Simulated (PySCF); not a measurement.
All of these have the formula C4H9ClOSi. Method used: TDDFT wB97X-D/def2-SVPD, vertical, gas phase, core orbitals frozen in the response (PySCF). Geometries: PBE0-D3(BJ)/def2-SVP; one conformer of each isolated species. Triplets are in the Tamm–Dancoff approximation.

Question: Rank by computed HOMO–LUMO gap, highest first.
A. `C1[C@H]([SiH2]Cl)[C@@H]1OC`
B. `Cl[Si@H](OC)C1CC1`
C. `CO[C@@H]1C[C@H]1[SiH2]Cl`
D. `ClC[C@@H]1CC[SiH2]O1`
E. `C=C(C)O[SiH2]CCl`
F. `Cl[C@H]1COCC[SiH2]1`
G. `C=CC[Si@@H](O)CCl`

Answer: B (12.38 eV), D (11.84 eV), A (11.62 eV), F (11.41 eV), C (11.09 eV), G (10.63 eV), E (10.39 eV).

| SMILES | gap (eV) | LUMO (eV) | first f ≥ 0.01 (nm) | f (S1) | HOMO (eV) | S1 mainly |
| --- | --- | --- | --- | --- | --- | --- |
| CO[Si@@H](Cl)C1CC1 | 12.38 | 2.19 | 156 | 0.011 | -10.19 | H→L (26%) |
| ClC[C@@H]1CC[SiH2]O1 | 11.84 | 1.83 | 157 | 0.005 | -10.01 | H→L (86%) |
| CO[C@@H]1C[C@@H]1[SiH2]Cl | 11.62 | 2.06 | 169 | 0.012 | -9.56 | H→L (86%) |
| Cl[C@H]1COCC[SiH2]1 | 11.41 | 1.84 | 163 | 0.008 | -9.56 | H→L (52%) |
| CO[C@@H]1C[C@H]1[SiH2]Cl | 11.09 | 1.70 | 172 | 0.027 | -9.39 | H→L (79%) |
| C=CC[Si@@H](O)CCl | 10.63 | 1.47 | 189 | 0.103 | -9.15 | H→L (63%) |
| C=C(C)O[SiH2]CCl | 10.39 | 1.66 | 193 | 0.011 | -8.74 | H→L (65%) |

H and L stand for HOMO and LUMO.

Without π bonds the low states are Rydberg-like; a valence basis with one diffuse set may place them up to an eV too high.
